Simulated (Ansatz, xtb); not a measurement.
The molecule TeRu, multiplicity 5 (lowest of 2S+1 = 1, 3, 5, 7 at PBE0/def2-TZVPP; our sources give no spin for the ground state, which may be another). No spin–orbit coupling.

Seven points along R, fitted to fifth degree in 1/R; most abundant isotopes. Runs in def2 and cc sets follow the lowest solution found near the PBE0 minimum.

Codes used: Ansatz (a first-principles code) with Gaussian orbitals; xtb for the GFN methods. Values without a source in brackets are computed. In def2 rows elements past Kr take small-core potentials, without spin–orbit coupling. The GFN methods have no spin term and hold the electronic entropy of 300 K.

```json
[
 {"level": "GFN1-xTB", "r_e (Å)": "2.463", "ω_e (cm⁻¹)": "___", "ω_e x_e (cm⁻¹)": "1.3", "dipole (D)": "-"},
 {"level": "GFN2-xTB", "r_e (Å)": "2.401", "ω_e (cm⁻¹)": "273", "ω_e x_e (cm⁻¹)": "4.5", "dipole (D)": "-"},
 {"level": "SVWN5/def2-TZVPP", "r_e (Å)": "2.377", "ω_e (cm⁻¹)": "291", "ω_e x_e (cm⁻¹)": "0.59", "dipole (D)": "2.70"},
 {"level": "r2SCAN/def2-TZVPP", "r_e (Å)": "2.405", "ω_e (cm⁻¹)": "281", "ω_e x_e (cm⁻¹)": "0.56", "dipole (D)": "3.42"},
 {"level": "B97M-V/def2-TZVPP", "r_e (Å)": "2.432", "ω_e (cm⁻¹)": "266", "ω_e x_e (cm⁻¹)": "0.56", "dipole (D)": "3.51"},
 {"level": "PBE0/def2-TZVPP", "r_e (Å)": "2.402", "ω_e (cm⁻¹)": "283", "ω_e x_e (cm⁻¹)": "0.54", "dipole (D)": "3.78"},
 {"level": "CAM-B3LYP/def2-TZVPP", "r_e (Å)": "2.402", "ω_e (cm⁻¹)": "288", "ω_e x_e (cm⁻¹)": "0.51", "dipole (D)": "4.04"},
 {"level": "wB97X-V/def2-TZVPP", "r_e (Å)": "___", "ω_e (cm⁻¹)": "___", "ω_e x_e (cm⁻¹)": "0.50", "dipole (D)": "4.44"}
]
```

### Question
What belongs in the gaps?

### Answer

- wB97X-V/def2-TZVPP, r_e (Å): 2.390
- wB97X-V/def2-TZVPP, ω_e (cm⁻¹): 296
- GFN1-xTB, ω_e (cm⁻¹): 299
